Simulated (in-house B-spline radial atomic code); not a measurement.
Pd⁵⁺. Computed with a B-spline radial atomic code. Model: all-electron spherical atom, spin shells full or empty, radial basis limit, no spin-orbit coupling, Breit or QED, empty-state partial waves extrapolated as (l+1/2)^-4, RPA, G0W0 and static COHSEX of the highest shell as one setting changes (uncorrelated shells keep exact exchange).

Given: element Pd; charge 5; filled core Kr; hamiltonian one-electron scalar X2C; mean-field start PBE0; highest l of empty states 9; nuclear rms radius 4.5318 fm; highest mean-field shell 4d up.

Shell: 4d 5 0 (electrons up and down).

```csv
lowest nl shells left uncorrelated,RPA correlation energy (hartree),G0W0 level (eV),G0W0 minus most complete (meV),COHSEX level (eV),linearised minus solved G0W0 (meV)
0,-3.0853,-85.086,0,-87.994,-9.7
1,?,?,?,?,?
2,-2.7274,-85.082,4.1,-87.99,-9.7
3,-2.1877,-85.072,14.5,-87.997,-9.7
4,?,?,?,?,?
5,-1.4977,-85.036,49.9,-87.917,-9.6
6,-0.70585,-84.935,150.9,-87.661,-9.3
7,-0.55902,-84.971,115.4,-87.552,-9.4
8,-0.14349,-85.211,-124.2,-87.115,-9.4
```

(1) What follows for lowest nl shells left uncorrelated = 1?

(2) What follows for lowest nl shells left uncorrelated = 4?

Results:

(1) RPA correlation energy -2.9169 hartree; G0W0 level -85.086 eV; G0W0 minus most complete 0.1 meV; COHSEX level -87.994 eV; linearised minus solved G0W0 -9.7 meV.

(2) RPA correlation energy -2.0113 hartree; G0W0 level -85.064 eV; G0W0 minus most complete 22.2 meV; COHSEX level -87.979 eV; linearised minus solved G0W0 -9.6 meV.
